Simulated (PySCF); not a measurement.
C2H8BNPb.
SMILES with atom numbers: `[CH2:1]=[CH:2][BH:3][NH:4][PbH3:5]` (hydrogens: H6, H7 on C1; H8 on C2; H9 on B3; H10 on N4; H11, H12, H13 on Pb5)

Cartesian coordinates in Å at the PBE0-D3(BJ)/def2-SVP level; atoms count from 1:
```xyz
13
C2H8BNPb angstrom
C     -2.463    0.803    0.251
C     -1.885   -0.375    0.520
B     -0.410   -0.742    0.126
N      0.603    0.217    0.115
Pb     2.637   -0.123   -0.516
H     -1.920    1.606   -0.263
H     -3.506    1.023    0.504
H     -2.508   -1.143    0.999
H     -0.132   -1.886   -0.189
H      0.375    1.162    0.416
H      2.622   -1.771   -1.099
H      2.963    1.074   -1.765
H      3.650    0.126    0.900
```

The calculation used PBE0-D3(BJ)/def2-SVP geometry optimisation, gas phase, def2 core potentials past Kr (PySCF 2.14.0).

Masses are those of the commonest isotopes; rigid-rotor values at the optimised geometry. The values belong to one conformer with, in the numbering `[CH2:1]=[CH:2][BH:3][NH:4][PbH3:5]`, C1–C2–B3–N4 34°, C2–B3–N4–Pb5 -176°.

(1) What are A, B and C (MHz)?

(2) What kind of rotor is it?

(3) Is it planar, by Δ = Ic − Ia − Ib?

(4) Give the other two planar moments, Paa and Pbb, and the rms extents of the mass along the axes.

(5) Where do the levels up to J = 3 lie, in MHz?

(6) Which lines would a microwave search look for?

Answers

(1) Ia = 36.23, Ib = 703.91, Ic = 727.38 u·Å²; 505379 MHz·u·Å²/I gives A = 13948, B = 718.0, C = 694.8 MHz.

(2) A near-prolate asymmetric top: κ = (2 × 718.0 − 13948 − 694.8)/(13948 − 694.8) = -1.00.

(3) Not planar: Δ = Ic − Ia − Ib = -12.76 u·Å². For a rigid frame Δ = −2 Σ m c², so Σ m c² = 6.38 u·Å² lies off the ab plane: 5.13 from hydrogen and 1.25 from heavier atoms. The atom farthest from that plane is 1.60 Å away.

(4) Paa = Σ m a² = (Ib + Ic − Ia)/2 = 697.53 and Pbb = Σ m b² = (Ia + Ic − Ib)/2 = 29.85 u·Å². With the mass M = 265.05 u, the rms extents √(P/M) along a, b and c are 1.62, 0.34, 0.16 Å.

(5) Above 0(0,0):
J = 1: 1(0,1) 1413, 1(1,1) 14643, 1(1,0) 14666
J = 2: 2(0,2) 4238, 2(1,2) 17445, 2(1,1) 17514, 2(2,1) 57204, 2(2,0) 57204
J = 3: 3(0,3) 8476, 3(1,3) 21648, 3(1,2) 21787, 3(2,2) 61442, 3(2,1) 61443, 3(3,1) 127650, 3(3,0) 127650
The levels of one J sum to (2J + 1)J(J + 1)(A + B + C)/3.

(6) The dipole components are |μa| = 1.85 D, |μb| = 1.17 D, |μc| = 0.31 D. Intensities carry the squares of the components, which stand as 1.00 : 0.40 : 0.03 (a : b : c). Some lines, for components of 0.1 D or more:

| type | branch | J(Ka,Kc) | MHz | lower level (cm⁻¹) |
| --- | --- | --- | --- | --- |
| a | R | 2(0,2) ← 1(0,1) | 2825 | 0.047 |
| a | R | 3(2,2) ← 2(2,1) | 4238 | 1.908 |
| a | R | 5(1,5) ← 4(1,4) | 7006 | 0.909 |
| a | R | 5(1,4) ← 4(1,3) | 7122 | 0.917 |
| b | Q | 3(1,2) ← 3(0,3) | 13311 | 0.283 |
| c | R | 1(1,0) ← 0(0,0) | 14666 | 0.000 |
| b | R | 5(1,5) ← 4(0,4) | 20132 | 0.471 |
| b | Q | 4(2,2) ← 4(1,3) | 39609 | 0.917 |
| c | R | 3(2,2) ← 2(1,2) | 43997 | 0.582 |
| b | R | 4(2,3) ← 3(1,2) | 45306 | 0.727 |
| b | Q | 5(3,2) ← 5(2,3) | 66207 | 2.474 |
| c | Q | 3(3,1) ← 3(2,1) | 66207 | 2.050 |
| b | Q | 3(3,0) ← 3(2,1) | 66207 | 2.050 |
| c | R | 5(3,2) ← 4(2,2) | 73271 | 2.238 |
| c | Q | 4(4,1) ← 4(3,1) | 92690 | 4.446 |
| c | R | 4(4,0) ← 3(3,0) | 98341 | 4.258 |
| c | R | 4(4,1) ← 3(3,1) | 98341 | 4.258 |
| c | R | 5(4,1) ← 4(3,1) | 99754 | 4.446 |
| c | R | 5(4,2) ← 4(3,2) | 99754 | 4.446 |
| b | Q | 5(5,1) ← 5(4,2) | 119173 | 7.774 |
| c | R | 5(5,1) ← 4(4,1) | 126237 | 7.538 |

PBE0-D3(BJ)/def2-SVP frequencies: not computed here. Constants of a rigid frame at the computed geometry: no zero-point averaging, no centrifugal distortion. A rigid rotor knows nothing of internal rotation, which can split or shift real lines. Quadrupole hyperfine structure (11B, 14N) is left out.

Time: 49 s of wall time; peak memory 0.52 GiB. Hardware: AMD EPYC 9R14, one thread, shared host with 192 logical CPUs at a one-minute load of 54. That covers the optimisation of the geometry.
